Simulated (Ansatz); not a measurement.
```yaml
crystal:
  periodic: [false, false, false]
  atoms:
    - {symbol: B, position_ang: [-0.286030, -0.772953, -1.112836]}
    - {symbol: Ge, position_ang: [0.099020, 1.021821, -0.201875]}
    - {symbol: S, position_ang: [1.429361, -1.061049, -0.210640]}
    - {symbol: Se, position_ang: [-0.413883, 1.543897, 2.023128]}
    - {symbol: H, position_ang: [-1.199842, -1.392544, -0.661204]}
    - {symbol: H, position_ang: [-0.092346, -0.710906, -2.291019]}
    - {symbol: H, position_ang: [1.192116, 2.040798, -0.577794]}
    - {symbol: H, position_ang: [0.968013, -1.403208, 1.004012]}
    - {symbol: H, position_ang: [-1.607908, 0.687745, 2.011129]}
basis:
  gaussian: {orbitals: def2-TZVP}
total_charge: 4
magnetization: {spin_polarized: true, initial_magnetization: 0}
hamiltonian: {xc: {name: PBEsol}, dispersion: d4}
accuracy: high
output: {forces: true}
```

```sh
$ ansatz run in.yaml --threads 4 --pin off --events-out ev --progress --plain --max-ram 10444MiB
```

It prints (some lines left out):

```
Functional definition: PBEsol
3334 factors; integrals over basis functions are off by at most 5.6e-9 eV
mean field evaluation 1: about -133207.3558 eV, gradient 7.9e1 eV
mean field evaluation 2: about -132409.6757 eV, gradient 2.8e2 eV
mean field evaluation 4: about -133231.8920 eV, gradient 5.5e1 eV
mean field evaluation 8: about -133245.7278 eV, gradient 4.0e1 eV
mean field evaluation 16: about -133262.2975 eV, gradient 1.5e-2 eV
mean field evaluation 96: about -133262.5089 eV, gradient 4.0e-1 eV
mean field -133262.56635891 eV, -4897.3089850781 hartree, gradient 3.0e-8 eV, S^2 0.879791; 12 other end points of the search recorded, 0 dependent functions left out
reference -133262.56636355 eV, -4897.3089852487 hartree; 44, 44 occupied and 150, 150 virtual orbitals, 3334 factors
Total energy: -133262.62817057 eV, -4897.3112566148 hartree
Atom 0 at    -0.286030    -0.772953    -1.112836 Å, force     2.405967    -3.301690    -0.053823 eV/Å
Atom 1 at     0.099020     1.021821    -0.201875 Å, force     1.424047     3.395390    -0.332162 eV/Å
Atom 2 at     1.429361    -1.061049    -0.210640 Å, force    -0.813665    -0.860822    -1.227653 eV/Å
Atom 3 at    -0.413883     1.543897     2.023128 Å, force    -0.084221     1.158093     1.801685 eV/Å
Atom 4 at    -1.199842    -1.392544    -0.661204 Å, force    -1.437848    -1.251524     0.877964 eV/Å
Atom 5 at    -0.092346    -0.710906    -2.291019 Å, force    -0.431091     1.469310    -2.130899 eV/Å
Atom 6 at     1.192116     2.040798    -0.577794 Å, force     0.283153     0.766321    -0.933880 eV/Å
Atom 7 at     0.968013    -1.403208     1.004012 Å, force     0.137981    -0.799898     1.423140 eV/Å
Atom 8 at    -1.607908     0.687745     2.011129 Å, force    -1.484324    -0.575181     0.575629 eV/Å
Dipole moment:     0.023587    -1.533251    -0.851872 e Å
```

In this input the charge is far from anything that the molecule holds. Self-consistency was reached. The result belongs to that input, not to the molecule as meant.
